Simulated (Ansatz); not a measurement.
CH$_{5}$AlFN, relaxed with RKS PBE0-D4/def2-TZVP in Ansatz from a PBE-D4/def2-SVP geometry. The force threshold is 0.005 eV/Å; the program also tests the step.

Total charge 0; spin multiplicity 1. The bonds changed during the relaxation, so this is another structure than the one it started from.

Start:

```xyz
9

N     0.452   -1.389   -0.011
C     0.858   -0.155    0.039
F    -0.507    2.233   -1.343
Al   -0.725    1.205   -0.003
H     1.048   -2.226    0.073
H    -0.577   -1.516   -0.130
H     1.957   -0.058    0.165
H    -0.689    1.913    1.448
H    -1.818   -0.007   -0.239
```

By how much does the energy fall, and how many steps does the optimiser take? (Best estimate.)

The calculation gave: 0.04 eV, in 7 steps.

Which bonds change most? (Estimate.)

Ansatz gave: F3–Al4 from 1.702 to 1.676 Å; N1–H6 from 1.044 to 1.022 Å; Al4–H9 from 1.649 to 1.629 Å; C2–H7 from 1.111 to 1.093 Å.

Give the relaxed structure. (Best estimate.)

The calculation gave: 
```xyz
9

N     0.456   -1.388   -0.017
C     0.837   -0.163    0.051
F    -0.452    2.173   -1.328
Al   -0.731    1.207    0.013
H     1.070   -2.193    0.030
H    -0.548   -1.552   -0.123
H     1.920   -0.058    0.156
H    -0.712    1.938    1.433
H    -1.840    0.036   -0.215
```
